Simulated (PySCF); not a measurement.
Orbital picture of BSe⁺

PBE0 at R = 1.835 Å; PySCF, spin-free X2C with a Gaussian nucleus, basis sets B jorge-DZP-DKH, Se jorge-DZP-DKH. State: ³Π (triplet), unpaired electrons σ ↑, π ↑. Only the outer orbitals are listed, counted within each symmetry.

```json
{"spin": "α", "orbital": "8σ", "occ.": "1", "ε (eV)": "-29.12", "on B (%)": "20", "main shells (%)": "78 Se s, 12 B s"}
{"spin": "α", "orbital": "9σ", "occ.": "1", "ε (eV)": "-20.19", "on B (%)": "51", "main shells (%)": "51 B s, 33 Se p, 16 Se s"}
{"spin": "α", "orbital": "4π", "occ.": "1", "ε (eV)": "-16.81", "on B (%)": "19", "main shells (%)": "81 Se p, 17 B p"}
{"spin": "α", "orbital": "10σ", "occ.": "1", "ε (eV)": "-15.97", "on B (%)": "77", "main shells (%)": "49 B p, 28 B s, 21 Se p"}
{"spin": "α", "orbital": "4π", "occ.": "1", "ε (eV)": "-15.84", "on B (%)": "24", "main shells (%)": "76 Se p, 22 B p"}
{"spin": "α", "orbital": "5π", "occ.": "0", "ε (eV)": "-9.75", "on B (%)": "82", "main shells (%)": "82 B p, 18 Se p"}
{"spin": "α", "orbital": "5π", "occ.": "0", "ε (eV)": "-9.29", "on B (%)": "77", "main shells (%)": "77 B p, 23 Se p"}
{"spin": "α", "orbital": "11σ", "occ.": "0", "ε (eV)": "-3.82", "on B (%)": "74", "main shells (%)": "61 B p, 33 Se p, 12 B s"}
{"spin": "β", "orbital": "8σ", "occ.": "1", "ε (eV)": "-27.87", "on B (%)": "22", "main shells (%)": "76 Se s, 13 B s, 9 B p"}
{"spin": "β", "orbital": "9σ", "occ.": "1", "ε (eV)": "-18.96", "on B (%)": "41", "main shells (%)": "40 Se p, 35 B s, 18 Se s"}
{"spin": "β", "orbital": "4π", "occ.": "1", "ε (eV)": "-15.39", "on B (%)": "20", "main shells (%)": "80 Se p, 18 B p"}
{"spin": "β", "orbital": "4π", "occ.": "0", "ε (eV)": "-12.97", "on B (%)": "23", "main shells (%)": "77 Se p, 21 B p"}
{"spin": "β", "orbital": "10σ", "occ.": "0", "ε (eV)": "-10.69", "on B (%)": "85", "main shells (%)": "55 B s, 30 B p, 15 Se p"}
{"spin": "β", "orbital": "5π", "occ.": "0", "ε (eV)": "-8.19", "on B (%)": "81", "main shells (%)": "81 B p, 19 Se p"}
```

Which are the highest filled and the lowest empty level, where do they sit, and how wide is the gap?

Highest filled β 4π at -15.39 eV (in %: 80 Se p, 18 B p); lowest empty β 4π at -12.97 eV (in %: 77 Se p, 21 B p); the gap at PBE0 is 2.42 eV. Both belong to one degenerate shell, split only by its one-sided filling, so this is no excitation gap.

| Item | Value |
| --- | --- |
| bond order (Mayer) | 1.95 |
| ⟨S²⟩ | 2.004 |
| charge on B (Mulliken, basis-dependent) | 0.25 |
| charge on B (Löwdin, basis-dependent) | 0.08 |
| dipole moment (positive dipole points towards Se; it is taken about the centre of mass and depends on that origin) | -3.13 D |
| polarisability along the bond | 38.4 bohr³ |
| polarisability across the bond | 16.2 bohr³ |

Spin–orbit coupling is left out. The state is the lowest determinant that a PBE0 search found; another state may lie lower at other levels.
